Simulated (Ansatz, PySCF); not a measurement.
ClH6NSi2, SMILES Cl[SiH2][SiH2]N.

Geometry optimised at B3LYP-D3(BJ)/def2-SVP. This is a generated structure with no PubChem entry under its InChIKey; it may be hypothetical. The values are those of a single conformer.

Vertical ionisation energy (IE) and electron affinity (EA) in eV. Rows of orbital energies are one-electron estimates. Where ΔSCF, EOM or ADC give a negative EA the extra electron is unbound and the value depends on the basis.

| level | IE | EA |
|---|---|---|
| −ε(HOMO), −ε(LUMO), ωB97X/def2-TZVP (PySCF) | 9.51 | -1.32 |
| −ε(HOMO), −ε(LUMO), PBE/def2-TZVP (PySCF) | 5.93 | 1.55 |
| ΔSCF, PBE0/def2-SVPD (Ansatz), final states of multiplicity 2 and 2 | 9.15 | -0.69 |
| ΔSCF, PBE/def2-SVPD (Ansatz), final states of multiplicity 2 and 2 | 8.84 | -0.53 |

Task: What vertical singlet–triplet gap does ΔSCF give with PBE0/def2-SVPD (Ansatz, a program for electronic structure) and with PBE/def2-SVPD (Ansatz)? (An estimate is asked for; the answer gives what the named calculation found.)

Result: 4.73 and 4.34 eV (triplet above singlet where positive).
